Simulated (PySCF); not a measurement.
**Electron correlation in Si (silicon, neutral)**

[Ne] 3s1 3p2 4s1, high-spin 5P determinant (an excited configuration). All numbers are calculated (PySCF 2.14, the spin-free X2C one-electron Hamiltonian (Gaussian nucleus), in aug-cc-pVDZ-DK). Frozen: [Ne]; 4 electrons correlated.

MP2 pair energies summed by pair of shells (mhartree):

| pair | energy | share (%) |
| --- | --- | --- |
| 3p-3p | -4.97 | 37.7 |
| 3p-4s | -4.60 | 34.9 |
| 3s-3p | -2.71 | 20.6 |
| 3s-4s | -0.90 | 6.9 |

Total MP2 correlation energy: -13.18 mhartree.

Same-spin part -13.18 and opposite-spin part 0.00 mhartree; SCS-MP2 scales them by 1/3 and 6/5 to -4.39 mhartree.
